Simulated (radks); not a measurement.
Valence configurations of O I (all share [He]). Calculated with a radial shooting solver on a logarithmic mesh with Libxc functionals: scalar-relativistic Kohn-Sham, BLYP, spin-polarised, spherical densities, finite nucleus; open shells are filled with parallel spins first; Fermi nuclear charge, rms radius 2.6991 fm. Order these by energy: 2s0.5 2p5.5; 2s1.5 2p4.5; 2p6; 2s1 2p5; 2s2 2p4.

Answer. From the lowest, in eV above it: 2s2 2p4 0.000; 2s1.5 2p4.5 7.319; 2s1 2p5 14.622; 2s0.5 2p5.5 23.323; 2p6 31.206. NIST lists [He] 2s2 2p4 as the ground configuration; this level of theory agrees among the configurations tried. The energies are those of spherical high-spin densities, not of single terms.
